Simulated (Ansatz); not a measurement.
Reaction (hydrogenolysis of the Se–C bond): `B[Se]C=C` + H₂ → `B[SeH]` + `C=C`

Isolated molecules relaxed with PBE0-D4/def2-TZVP in Ansatz; ΔE leaves out vibrations. CCSD(T)/CBS is the MP2 limit (def2-TZVPP, def2-QZVPP) plus CCSD(T) − MP2 in def2-TZVPP, frozen cores. This one scheme is used for every species. Functionals use def2-TZVPP. HSE06 is defined as in plane-wave codes. For Se outer-core shells are correlated without core-valence functions, which leaves a few kJ/mol of doubt a bond. Scalar relativity is left out up to krypton. One conformer a species, not always the lowest.

CCSD(T)/CBS gives -49.9 kJ/mol.

**Question.** Another level gave -47.5 kJ/mol. Which?
A. MP2/def2-TZVPP
B. CAM-B3LYP/def2-TZVPP
C. HSE06/def2-TZVPP
D. r2SCANh-D4/def2-TZVPP

**Answer.** D. r2SCANh-D4 -47.5, MP2/def2-TZVPP -39.8, HSE06 -53.5, CAM-B3LYP -62.6 kJ/mol.

Largest T1 diagnostic among the species: 0.013.

In def2-TZVPP, CCSD(T) changes the Hartree–Fock value by +31.7 kJ/mol (the triples alone add +7.3 kJ/mol) and MP2 by +42.2 kJ/mol. At CCSD(T), def2-SVP lies −16.1 kJ/mol from the extrapolated value and def2-TZVPP −0.4 kJ/mol.
